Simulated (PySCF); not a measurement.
H, charge -1, singlet (in this run its highest filled SCF level lies above zero, so its values depend strongly on the basis, on diffuse functions most of all). Base run: B3LYP/def2-SVP run with PySCF.

Geometry (Å):
```xyz
1

H      0.0000     0.0000     0.0000
```
Charge -1, spin multiplicity 1.
All else is at PySCF's defaults.

The base run was repeated with changes; each row names its change, and settings that it needs were set with it.

```
change                                                                                         basis functions    E (Eh)  HOMO (eV)  HOMO-LUMO gap (eV)
---------------------------------------------------------------------------------------------  ---------------  --------  ---------  ------------------
base                                                                                                         5  -0.48873       3.90               19.21
basis = jorge-DZP-DKH; relativity = spin-free X2C                                                            5  -0.49626       3.58               18.03
basis = cc-pVTZ-DK; relativity = none                                                                       14  -0.50989       2.86               13.05
basis = cc-pVTZ-DK; relativity = spin-free X2C; nucleus = Gaussian (with mol.nucmod = 'G')                  14  -0.50989       2.86               13.05
basis = x2c-SVPall; relativity = spin-free X2C                                                               5  -0.48873       3.90               19.21
basis = cc-pVTZ-DK; relativity = spin-free X2C                                                              14  -0.50989       2.86               13.05
basis = x2c-SVPall; relativity = none                                                                        5  -0.48873       3.90               19.21
basis = jorge-DZP-DKH; relativity = spin-free X2C; nucleus = Gaussian (with mol.nucmod = 'G')                5  -0.49626       3.58               18.03
basis = x2c-SVPall; relativity = spin-free X2C; nucleus = Gaussian (with mol.nucmod = 'G')                   5  -0.48873       3.90               19.21
basis = jorge-DZP-DKH; relativity = none                                                                     5  -0.49626       3.58               18.03
```

Total energies compare only within one method and basis.

Basis sets contracted for a relativistic Hamiltonian are a mismatch without it, so the rows without relativity aren't non-relativistic limits. No row has spin-orbit coupling; sets with core potentials leave out the core electrons.
